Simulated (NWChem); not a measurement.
**Total energies of F2Si (+1)**

```xyz
3

F      1.3739     0.0000     0.3454
Si     0.0000     0.0000    -0.4441
F     -1.3739     0.0000     0.3454
```
Charge +1, spin multiplicity 2.

All runs are NWChem calculations. Structure: optimised with UPBE/def2-SVP, a minimum by its harmonic frequencies.

Basis set: 3-21G (31 functions).

| method | total energy (Ha) |
|---|---|
| UHF | -484.92525 |
| UMP2 | -485.20599 |
| UB2PLYP | -485.93323 |
| UPBE | -485.89416 |
| UB3LYP | -486.24478 |
| UM06-2X | -486.12032 |

Total energies of different functionals aren't comparable as a measure of quality: only differences taken within one method are. 

The correlated methods keep 7 core orbitals frozen. B3LYP has NWChem's definition, with VWN1-RPA local correlation. This spin state was chosen for the runs; another may lie lower. The structure started from a generated list of species. The unpaired electrons of the parent sit in orbitals of symmetry a1 (C2v labels of the run); other states weren't searched. No SCF solution was tested for a lower state. Open-shell Hartree-Fock references start from PBE0 orbitals.
